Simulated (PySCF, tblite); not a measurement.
Isomers of C3H8ClFSi, one GFN2-xTB conformer each. Single-point energies are computed at PBE0/pcSseg-1 (PySCF, gas phase, no added dispersion term), electronic only.

```
              SMILES  GFN2-xTB relative energy (kcal/mol)
 C[C@@H](Cl)C[SiH2]F                                  0.0
      CC[Si@H](F)CCl                                 14.4
 F[C@@H](C[SiH3])CCl                                 45.4
C[C@@]([SiH3])(Cl)CF                                 42.5
  CC[C@H](F)[SiH2]Cl                                 16.9
```

Conformers: `[CH3:1][C@@H:2]([Cl:3])[CH2:4][SiH2:5][F:6]` with C1–C2–C4–Si5 -169°, C2–C4–Si5–F6 -156°; `[CH3:1][CH2:2][Si@H:3]([F:4])[CH2:5][Cl:6]` with C1–C2–Si3–F4 58°, C2–Si3–C5–Cl6 -62°; `[F:1][C@@H:2]([CH2:3][SiH3:4])[CH2:5][Cl:6]` with F1–C2–C3–Si4 -60°, F1–C2–C5–Cl6 169°; `[CH3:1][C@@:2]([SiH3:3])([Cl:4])[CH2:5][F:6]` with C1–C2–C5–F6 71°; `[CH3:1][CH2:2][C@H:3]([F:4])[SiH2:5][Cl:6]` with C1–C2–C3–F4 -175°, C2–C3–Si5–Cl6 -91°.

Problem. What does PBE0/pcSseg-1 give for the same structures?

Solution. 
```
              SMILES  PBE0/pcSseg-1 E (Eh)  PBE0/pcSseg-1 (kcal/mol)  GFN2-xTB (kcal/mol)  point group
      CC[Si@H](F)CCl            -968.17450                       0.0                 14.4           C1
 C[C@@H](Cl)C[SiH2]F            -968.16673                       4.9                  0.0           C1
  CC[C@H](F)[SiH2]Cl            -968.14067                      21.2                 16.9           C1
 F[C@@H](C[SiH3])CCl            -968.09561                      49.5                 45.4           C1
C[C@@]([SiH3])(Cl)CF            -968.09107                      52.4                 42.5           C1
```

GFN2-xTB puts C[C@@H](Cl)C[SiH2]F lowest instead; measured from each level's own lowest isomer, the values differ by up to 14.4 kcal/mol (CC[Si@H](F)CCl: 14.4 against 0.0). As drawn, the lowest has an Si–F bond, which the highest lacks.

Problem. Which frontier levels, dipoles and rotational constants go with these structures?

Solution. 
| SMILES | HOMO (eV, PBE0/pcSseg-1) | LUMO (eV) | dipole (D) | A, B, C (MHz) |
| --- | --- | --- | --- | --- |
| CC[Si@H](F)CCl | -8.18 | 0.18 | 0.84 | 2858, 1402, 1091 |
| C[C@@H](Cl)C[SiH2]F | -8.67 | 0.34 | 2.28 | 4187, 1179, 959.7 |
| CC[C@H](F)[SiH2]Cl | -8.32 | 0.11 | 1.23 | 2882, 1486, 1087 |
| F[C@@H](C[SiH3])CCl | -8.65 | 0.56 | 0.50 | 3947, 1060, 879.4 |
| C[C@@]([SiH3])(Cl)CF | -8.18 | 0.15 | 0.60 | 2469, 1836, 1449 |

Problem. What happens when harmonic zero-point energies from GFN2-xTB frequencies are added?

Solution. 
```
              SMILES  ZPE (kcal/mol)  electronic (kcal/mol)  with ZPE (kcal/mol)
      CC[Si@H](F)CCl            65.1                    0.0                  0.0
 C[C@@H](Cl)C[SiH2]F            64.2                    4.9                  3.9
  CC[C@H](F)[SiH2]Cl            64.4                   21.2                 20.5
 F[C@@H](C[SiH3])CCl            62.1                   49.5                 46.5
C[C@@]([SiH3])(Cl)CF            62.1                   52.4                 49.3
```

The zero-point energies span 3.0 kcal/mol. The order is unchanged.

Problem. As an exercise, what shares would exp(−E/RT) give at 500 K from these electronic energies alone (no entropy, no degeneracies)?

Solution. RT = 0.994 kcal/mol: CC[Si@H](F)CCl 99.3 %, C[C@@H](Cl)C[SiH2]F 0.7 %, CC[C@H](F)[SiH2]Cl under 0.1 %, F[C@@H](C[SiH3])CCl under 0.1 %, C[C@@]([SiH3])(Cl)CF under 0.1 %.
